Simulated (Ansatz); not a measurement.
C$_{6}$H$_{12}$O$_{2}$ (`COC(=O)C(C)(C)C`), 20 atoms. Total charge 0; spin multiplicity 1. Hardware: A = 2 threads of an AMD EPYC 7R13 on a shared host and a share of an NVIDIA H100 80 GB; B = 2 threads of an AMD EPYC 7R13 on a shared host. Correlated methods freeze the cores.

(1) How many basis functions does each run have, and how long does it take in Ansatz? RKS PBE0-D4/def2-QZVPP energy [A]; RKS ωB97M-V/def2-QZVPP energy [A]; RKS PBE0-D4/def2-SVP energy [B]; RKS BLYP-D4/def2-TZVPP energy [A]; RHF-MP2/def2-QZVPP energy [A]; RHF-CCSD(T)/def2-TZVPP energy [A]; RKS ωB97M-V/def2-SVP energy [B]; RHF-CCSD(T)/def2-SVP energy [A]; RKS PBE0-D4/def2-TZVP relaxation (6 steps) [A]; RKS BHLYP-D4/def2-TZVPP energy [A]; direct RPA on PBE orbitals/def2-TZVPP energy [A]; RKS PBE-D4/def2-TZVPP energy and forces [A]. (Estimate.)

Answers

(1) Ansatz gave: Other jobs shared the machine, so times are rough.

```tsv
level	job	functions	wall time	peak host memory (GiB)
RKS BHLYP-D4/def2-TZVPP	energy [A]	416	2.4 s	0.92
RHF-CCSD(T)/def2-SVP	energy [A]	172	2.6 s	0.9
RKS PBE-D4/def2-TZVPP	energy and forces [A]	416	2.8 s	0.92
RKS BLYP-D4/def2-TZVPP	energy [A]	416	2.8 s	0.91
RKS PBE0-D4/def2-QZVPP	energy [A]	816	4.4 s	1.4
direct RPA on PBE orbitals/def2-TZVPP	energy [A]	416	5.5 s	2
RHF-MP2/def2-QZVPP	energy [A]	816	7 s	1.5
RKS PBE0-D4/def2-SVP	energy [B]	172	7 s	0.9
RKS ωB97M-V/def2-QZVPP	energy [A]	816	7.5 s	1.4
RKS PBE0-D4/def2-TZVP	relaxation (6 steps) [A]	320	15 s	0.94
RHF-CCSD(T)/def2-TZVPP	energy [A]	416	18 s	1.9
RKS ωB97M-V/def2-SVP	energy [B]	172	19 s	0.9
```
